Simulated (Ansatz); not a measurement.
Ansatz (an electronic-structure program) input (B3LYP-D3(BJ)/def2-TZVP):

Ansatz 0.2 input:
```yaml
crystal:
  periodic: [false, false, false]
  atoms:
    - {symbol: C, position_ang: [-0.00000000, -0.00000000, -2.03845764]}
    - {symbol: C, position_ang: [-0.00000000, -0.00000000, -0.79131676]}
    - {symbol: C, position_ang: [0.00000000, 0.00000000, 0.56764548]}
    - {symbol: C, position_ang: [0.00000000, 0.00000000, 1.78765060]}
    - {symbol: H, position_ang: [0.00000000, 0.00000000, 2.84686993]}
basis:
  gaussian:
    orbitals: def2-TZVP
hamiltonian:
  xc: b3lyp
  dispersion: d3bj
total_charge: -1
phonons: {temperatures: {t_min: 298.15, t_max: 298.15, t_step: 100}}
```

Output:

```
Functional definition: B3LYP
integrals: 0.03 GiB planned
764 factors; their error is unknown
mean field: 0.38 GiB planned
mean field evaluation 1: about -4158.2445 eV, gradient 3.9e1 eV
mean field evaluation 2: about -4152.8821 eV, gradient 5.4e1 eV
mean field evaluation 4: about -4162.1454 eV, gradient 3.9e0 eV
mean field evaluation 8: about -4162.1785 eV, gradient 1.6e-1 eV
mean field evaluation 16: about -4162.1837 eV, gradient 5.4e-5 eV
mean field -4162.18373263 eV, -152.9574309448 hartree, gradient 5.4e-5 eV, S^2 0.000000; 0 other end points of the search recorded, 0 dependent functions left out
the calculation of the forces begins
reference -4162.18393970 eV, -152.9574385543 hartree; 13, 13 occupied and 117, 117 virtual orbitals, 764 factors
these checks for a lower state are left out or cut short: stability, starts, cluster_reference, orbital_swaps, neighbouring_geometries, increment
integrals: 0.03 GiB planned
764 factors; their error is unknown
mean field: 0.38 GiB planned
mean field -4162.18372948 eV, -152.9574308289 hartree, gradient 1.9e-6 eV, S^2 0.000000; 0 other end points of the search recorded, 0 dependent functions left out
the calculation of the forces begins
reference -4162.18393654 eV, -152.9574384384 hartree; 13, 13 occupied and 117, 117 virtual orbitals, 764 factors
these checks for a lower state are left out or cut short: stability, starts, cluster_reference, orbital_swaps, neighbouring_geometries, increment
integrals: 0.03 GiB planned
764 factors; their error is unknown
mean field: 0.37 GiB planned
mean field evaluation 32: about -4162.1837 eV, gradient 1.4e-6 eV
mean field -4162.18372948 eV, -152.9574308289 hartree, gradient 1.9e-6 eV, S^2 0.000000; 0 other end points of the search recorded, 0 dependent functions left out
the calculation of the forces begins
reference -4162.18393654 eV, -152.9574384384 hartree; 13, 13 occupied and 117, 117 virtual orbitals, 764 factors
these checks for a lower state are left out or cut short: stability, starts, cluster_reference, orbital_swaps, neighbouring_geometries, increment
integrals: 0.03 GiB planned
764 factors; their error is unknown
mean field: 0.37 GiB planned
mean field -4162.18372948 eV, -152.9574308289 hartree, gradient 1.9e-6 eV, S^2 0.000000; 0 other end points of the search recorded, 0 dependent functions left out
the calculation of the forces begins
reference -4162.18393654 eV, -152.9574384384 hartree; 13, 13 occupied and 117, 117 virtual orbitals, 764 factors
these checks for a lower state are left out or cut short: stability, starts, cluster_reference, orbital_swaps, neighbouring_geometries, increment
integrals: 0.03 GiB planned
764 factors; their error is unknown
mean field: 0.37 GiB planned
mean field -4162.18372948 eV, -152.9574308289 hartree, gradient 1.9e-6 eV, S^2 0.000000; 0 other end points of the search recorded, 0 dependent functions left out
the calculation of the forces begins
reference -4162.18393654 eV, -152.9574384384 hartree; 13, 13 occupied and 117, 117 virtual orbitals, 764 factors
these checks for a lower state are left out or cut short: stability, starts, cluster_reference, orbital_swaps, neighbouring_geometries, increment
integrals: 0.03 GiB planned
764 factors; their error is unknown
mean field: 0.38 GiB planned
mean field -4162.18343055 eV, -152.9574198436 hartree, gradient 1.9e-6 eV, S^2 0.000000; 0 other end points of the search recorded, 0 dependent functions left out
the calculation of the forces begins
reference -4162.18363746 eV, -152.9574274471 hartree; 13, 13 occupied and 117, 117 virtual orbitals, 764 factors
these checks for a lower state are left out or cut short: stability, starts, cluster_reference, orbital_swaps, neighbouring_geometries, increment
integrals: 0.03 GiB planned
[...]
mean field -4162.18370827 eV, -152.9574300494 hartree, gradient 1.9e-6 eV, S^2 0.000000; 0 other end points of the search recorded, 0 dependent functions left out
the calculation of the forces begins
reference -4162.18391534 eV, -152.9574376590 hartree; 13, 13 occupied and 117, 117 virtual orbitals, 764 factors
these checks for a lower state are left out or cut short: stability, starts, cluster_reference, orbital_swaps, neighbouring_geometries, increment
integrals: 0.03 GiB planned
764 factors; their error is unknown
mean field: 0.38 GiB planned
mean field -4162.18333436 eV, -152.9574163086 hartree, gradient 1.9e-6 eV, S^2 0.000000; 0 other end points of the search recorded, 0 dependent functions left out
the calculation of the forces begins
reference -4162.18354141 eV, -152.9574239173 hartree; 13, 13 occupied and 117, 117 virtual orbitals, 764 factors
these checks for a lower state are left out or cut short: stability, starts, cluster_reference, orbital_swaps, neighbouring_geometries, increment
integrals: 0.03 GiB planned
764 factors; their error is unknown
mean field: 0.38 GiB planned
mean field evaluation 160: about -4162.1833 eV, gradient 1.4e-6 eV
mean field -4162.18330995 eV, -152.9574154116 hartree, gradient 1.9e-6 eV, S^2 0.000000; 0 other end points of the search recorded, 0 dependent functions left out
the calculation of the forces begins
reference -4162.18351704 eV, -152.9574230220 hartree; 13, 13 occupied and 117, 117 virtual orbitals, 764 factors
these checks for a lower state are left out or cut short: stability, starts, cluster_reference, orbital_swaps, neighbouring_geometries, increment
integrals: 0.03 GiB planned
764 factors; their error is unknown
mean field: 0.37 GiB planned
mean field -4162.18372466 eV, -152.9574306516 hartree, gradient 1.9e-6 eV, S^2 0.000000; 0 other end points of the search recorded, 0 dependent functions left out
the calculation of the forces begins
reference -4162.18393172 eV, -152.9574382613 hartree; 13, 13 occupied and 117, 117 virtual orbitals, 764 factors
these checks for a lower state are left out or cut short: stability, starts, cluster_reference, orbital_swaps, neighbouring_geometries, increment
integrals: 0.03 GiB planned
764 factors; their error is unknown
mean field: 0.38 GiB planned
mean field -4162.18372466 eV, -152.9574306516 hartree, gradient 1.9e-6 eV, S^2 0.000000; 0 other end points of the search recorded, 0 dependent functions left out
the calculation of the forces begins
reference -4162.18393172 eV, -152.9574382613 hartree; 13, 13 occupied and 117, 117 virtual orbitals, 764 factors
these checks for a lower state are left out or cut short: stability, starts, cluster_reference, orbital_swaps, neighbouring_geometries, increment
integrals: 0.03 GiB planned
764 factors; their error is unknown
mean field: 0.38 GiB planned
mean field -4162.18372466 eV, -152.9574306516 hartree, gradient 1.9e-6 eV, S^2 0.000000; 0 other end points of the search recorded, 0 dependent functions left out
the calculation of the forces begins
reference -4162.18393172 eV, -152.9574382613 hartree; 13, 13 occupied and 117, 117 virtual orbitals, 764 factors
these checks for a lower state are left out or cut short: stability, starts, cluster_reference, orbital_swaps, neighbouring_geometries, increment
integrals: 0.03 GiB planned
764 factors; their error is unknown
mean field: 0.38 GiB planned
mean field evaluation 192: about -4162.1837 eV, gradient 1.4e-6 eV
mean field -4162.18372466 eV, -152.9574306516 hartree, gradient 1.9e-6 eV, S^2 0.000000; 0 other end points of the search recorded, 0 dependent functions left out
the calculation of the forces begins
reference -4162.18393172 eV, -152.9574382613 hartree; 13, 13 occupied and 117, 117 virtual orbitals, 764 factors
these checks for a lower state are left out or cut short: stability, starts, cluster_reference, orbital_swaps, neighbouring_geometries, increment
integrals: 0.03 GiB planned
764 factors; their error is unknown
mean field: 0.38 GiB planned
mean field -4162.18335140 eV, -152.9574169347 hartree, gradient 1.9e-6 eV, S^2 0.000000; 0 other end points of the search recorded, 0 dependent functions left out
the calculation of the forces begins
reference -4162.18355854 eV, -152.9574245469 hartree; 13, 13 occupied and 117, 117 virtual orbitals, 764 factors
these checks for a lower state are left out or cut short: stability, starts, cluster_reference, orbital_swaps, neighbouring_geometries, increment
integrals: 0.03 GiB planned
764 factors; their error is unknown
mean field: 0.38 GiB planned
mean field -4162.18326298 eV, -152.9574136855 hartree, gradient 1.8e-6 eV, S^2 0.000000; 0 other end points of the search recorded, 0 dependent functions left out
the calculation of the forces begins
reference -4162.18346998 eV, -152.9574212925 hartree; 13, 13 occupied and 117, 117 virtual orbitals, 764 factors
these checks for a lower state are left out or cut short: stability, starts, cluster_reference, orbital_swaps, neighbouring_geometries, increment
integrals: 0.03 GiB planned
764 factors; their error is unknown
mean field: 0.37 GiB planned
mean field -4162.18373080 eV, -152.9574308774 hartree, gradient 1.9e-6 eV, S^2 0.000000; 0 other end points of the search recorded, 0 dependent functions left out
the calculation of the forces begins
reference -4162.18393787 eV, -152.9574384870 hartree; 13, 13 occupied and 117, 117 virtual orbitals, 764 factors
these checks for a lower state are left out or cut short: stability, starts, cluster_reference, orbital_swaps, neighbouring_geometries, increment
integrals: 0.03 GiB planned
764 factors; their error is unknown
mean field: 0.37 GiB planned
mean field evaluation 224: about -4162.1837 eV, gradient 1.4e-6 eV
mean field -4162.18373080 eV, -152.9574308774 hartree, gradient 1.9e-6 eV, S^2 0.000000; 0 other end points of the search recorded, 0 dependent functions left out
the calculation of the forces begins
reference -4162.18393787 eV, -152.9574384870 hartree; 13, 13 occupied and 117, 117 virtual orbitals, 764 factors
these checks for a lower state are left out or cut short: stability, starts, cluster_reference, orbital_swaps, neighbouring_geometries, increment
integrals: 0.03 GiB planned
764 factors; their error is unknown
mean field: 0.38 GiB planned
mean field -4162.18373080 eV, -152.9574308774 hartree, gradient 1.8e-6 eV, S^2 0.000000; 0 other end points of the search recorded, 0 dependent functions left out
the calculation of the forces begins
reference -4162.18393787 eV, -152.9574384870 hartree; 13, 13 occupied and 117, 117 virtual orbitals, 764 factors
these checks for a lower state are left out or cut short: stability, starts, cluster_reference, orbital_swaps, neighbouring_geometries, increment
integrals: 0.03 GiB planned
764 factors; their error is unknown
mean field: 0.38 GiB planned
mean field -4162.18373080 eV, -152.9574308774 hartree, gradient 1.9e-6 eV, S^2 0.000000; 0 other end points of the search recorded, 0 dependent functions left out
the calculation of the forces begins
reference -4162.18393787 eV, -152.9574384869 hartree; 13, 13 occupied and 117, 117 virtual orbitals, 764 factors
these checks for a lower state are left out or cut short: stability, starts, cluster_reference, orbital_swaps, neighbouring_geometries, increment
integrals: 0.03 GiB planned
764 factors; their error is unknown
mean field: 0.38 GiB planned
mean field -4162.18362291 eV, -152.9574269126 hartree, gradient 1.9e-6 eV, S^2 0.000000; 0 other end points of the search recorded, 0 dependent functions left out
the calculation of the forces begins
reference -4162.18382996 eV, -152.9574345217 hartree; 13, 13 occupied and 117, 117 virtual orbitals, 764 factors
these checks for a lower state are left out or cut short: stability, starts, cluster_reference, orbital_swaps, neighbouring_geometries, increment
integrals: 0.03 GiB planned
764 factors; their error is unknown
mean field: 0.38 GiB planned
mean field evaluation 256: about -4162.1836 eV, gradient 1.4e-6 eV
mean field -4162.18358821 eV, -152.9574256374 hartree, gradient 1.9e-6 eV, S^2 0.000000; 0 other end points of the search recorded, 0 dependent functions left out
the calculation of the forces begins
reference -4162.18379529 eV, -152.9574332475 hartree; 13, 13 occupied and 117, 117 virtual orbitals, 764 factors
Total energy: -4162.33624495 eV, -152.9630356690 hartree
Atom 0 at    -0.000000    -0.000000    -2.038458 Å, force    -0.000000     0.000000     0.000412 eV/Å
Atom 1 at    -0.000000    -0.000000    -0.791317 Å, force     0.000000    -0.000000    -0.000426 eV/Å
Atom 2 at     0.000000     0.000000     0.567645 Å, force    -0.000000     0.000000     0.000036 eV/Å
Atom 3 at     0.000000     0.000000     1.787651 Å, force    -0.000000    -0.000000    -0.000163 eV/Å
Atom 4 at     0.000000     0.000000     2.846870 Å, force    -0.000000     0.000000     0.000141 eV/Å
Dipole moment:     0.000000    -0.000000     1.216668 e Å
Vibrations: 238.60 238.60 422.38 422.38 552.28 552.28 910.73 1983.50 2172.78 3486.91 cm⁻¹, zero-point energy 0.680698 eV
```

It need not be the lowest isomer of its formula. Whether it binds its extra electron was not tested at this geometry.
